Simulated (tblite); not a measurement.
Br3Ge (SMILES [Br][Ge]([Br])[Br]), doublet, geometry from GFN2-xTB; GFN1-xTB run with tblite.

Here is a job for tblite.
```
$ tblite run mol.xyz --method gfn1 --charge 0 --spin 1 --guess eeq --json tblite.json --no-restart

# file mol.xyz
4

Br     2.09670753    -0.74773372    -0.18227923
Ge    -0.01165126     0.00697700     0.73093637
Br    -1.68896558    -1.44229543    -0.23599374
Br    -0.39708937     2.18365017    -0.25001172
```

Output, abridged:

```
xTB calculator
 | screened Coulomb repulsion
 | Coulomb electrostatics
 |  * isotropic Klopman-Ohno-Mataga-Nishimoto electrostatics
 |  * onsite third-order electrostatics
 | DFT-D3(BJ) dispersion correction

halogen bonding energy    0.0000000000000E+00 Eh
repulsion energy          1.1697753047733E-02 Eh
dispersion energy        -2.3015626526817E-03 Eh
number of electrons       2.5000000000000E+01 e
integral cutoff           4.0000000000000E+01 bohr

------------------------------------------------------------
  cycle        total energy    energy error   density error
------------------------------------------------------------
      1     -13.06179037894  -1.3071187E+01   3.9240464E-01
      2     -11.98315319911   1.0786372E+00   5.3342360E-01
      3     -13.40865631441  -1.4255031E+00   1.1637052E-01
      4     -13.41081810427  -2.1617899E-03   5.4541995E-02
      5     -13.41550377173  -4.6856675E-03   3.2020081E-02
      6     -13.41772169098  -2.2179192E-03   1.2797920E-03
      7     -13.41771722043   4.4705466E-06   1.4722480E-03
      8     -13.41772283170  -5.6112689E-06   7.4517523E-05
      9     -13.41772284789  -1.6193681E-08   4.9456888E-06
------------------------------------------------------------

electronic energy        -1.3427119038287E+01 Eh
total energy             -1.3417722847892E+01 Eh

Post processing:
 | Mayer-Wiberg bond orders

[Info] JSON dump of results written to 'tblite.json'
```
